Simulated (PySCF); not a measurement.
Input and output of a TDDFT job on Sn(SH)4, `[SH][Sn]([SH])([SH])[SH]`.

Method: PySCF, TDDFT wB97X-D/def2-SVPD, vertical, gas phase, core orbitals frozen in the response, def2 core potentials past Kr.

Input of the driver that calls PySCF (job settings, then Cartesian coordinates in Å):

```
{"job": {"kind": "uv", "xc": "wB97X-D", "basis": "def2-SVPD", "ip": true, "nstates": 10}, "charge": 0, "multiplicity": 1}
Sn     0.0034     0.0102    -0.0048
S     -0.2043    -0.1039     2.3933
H      0.1314     1.1968     2.5521
S      2.2520     0.0303    -0.8690
H      2.4010    -1.2979    -0.6613
S     -0.9956     2.0962    -0.6859
H     -0.4769     2.0042    -1.9318
S     -0.9855    -2.0146    -0.8602
H     -1.9928    -1.9908     0.0419
```

The self-consistent field part of the output:

```
coarse grid: 43184 points
cycle   1  E = -1807.3290779320  dE = -2.138e+01  |g| = 2.743e+00  |ddm| = 8.995e+00
cycle   2  E = -1807.0932050504  dE =  2.359e-01  |g| = 3.055e+00  |ddm| = 7.986e+00
cycle   3  E = -1809.1624610139  dE = -2.069e+00  |g| = 9.890e-02  |ddm| = 3.088e+00
cycle   4  E = -1809.1677208542  dE = -5.260e-03  |g| = 2.327e-02  |ddm| = 2.333e-01
cycle   5  E = -1809.1680621938  dE = -3.413e-04  |g| = 7.688e-03  |ddm| = 6.633e-02
cycle   6  E = -1809.1680993290  dE = -3.714e-05  |g| = 2.206e-03  |ddm| = 2.035e-02
cycle   7  E = -1809.1681024819  dE = -3.153e-06  |g| = 5.440e-04  |ddm| = 7.034e-03
final grid: 82520 points
cycle   8  E = -1809.1653238442  dE = -6.197e-06  |g| = 1.217e-03  |ddm| = 5.929e-03
cycle   9  E = -1809.1653239787  dE = -1.345e-07  |g| = 8.486e-04  |ddm| = 3.036e-03
cycle  10  E = -1809.1653241394  dE = -1.608e-07  |g| = 1.152e-04  |ddm| = 1.376e-03
cycle  11  E = -1809.1653241450  dE = -5.580e-09  |g| = 3.210e-05  |ddm| = 2.292e-04
cycle  12  E = -1809.1653241457  dE = -7.021e-10  |g| = 7.997e-06  |ddm| = 9.041e-05
converged SCF energy = -1809.1653241457
```

**Question.** What follows in the output?

**Answer.** 
```
Static polarisability (au): isotropic 129.427, principal 124.438 131.536 132.308

Singlet excitations
state   eV       nm        f      main configurations
  1   4.5494    272.5   0.01970   H->L 0.87
  2   4.5629    271.7   0.02131   H-1->L 0.87
  3   4.8001    258.3   0.01342   H-3->L 0.76, H-2->L 0.15
  4   4.8198    257.2   0.06713   H-2->L 0.73, H-3->L 0.15
  5   6.2793    197.4   0.01383   H->L+1 0.53
  6   6.2900    197.1   0.01148   H-1->L+1 0.53
  7   6.3464    195.4   0.00424   H-3->L+1 0.31, H->L+3 0.19
  8   6.3514    195.2   0.05544   H-2->L+1 0.30, H-1->L+2 0.18
  9   6.4433    192.4   0.09497   H-4->L 0.61, H->L+4 0.12, H->L+2 0.10
 10   6.4662    191.7   0.11047   H-5->L 0.62, H-1->L+4 0.11

Triplet excitations (Tamm-Dancoff, eV): 4.1482 4.1524 4.2475 4.4704
Vertical ionisation energy (delta-SCF) = 9.7944 eV
Vertical electron affinity (delta-SCF) = 0.7468 eV
```

The SCF starts on a coarse grid; the energy jumps when the final grid takes over, and dE counts afresh there. The run used 172 basis functions and 12 SCF iterations for the ground state.

Time: 5.6 min wall (grids of density and orbitals included); peak memory 0.90 GiB. Hardware: an AMD EPYC with one thread, shared host with 64 logical CPUs at a one-minute load of 59.

**Question.** What transition dipole does the oscillator strength of state 10, the strongest, imply?

**Answer.** From f = (2/3)·ΔE·|μ|² in atomic units, ΔE = 0.2376 Eh and f = 0.1105 give |μ| = 0.84 au (2.12 D).

Geometry: PBE0-D3(BJ)/def2-SVP; no solvent, vibrations or thermal averaging. Atoms past krypton carry effective core potentials; spin–orbit coupling is left out.

wB97X-D is run here without its empirical dispersion term; that term would change no orbital, density or response property at a fixed geometry.
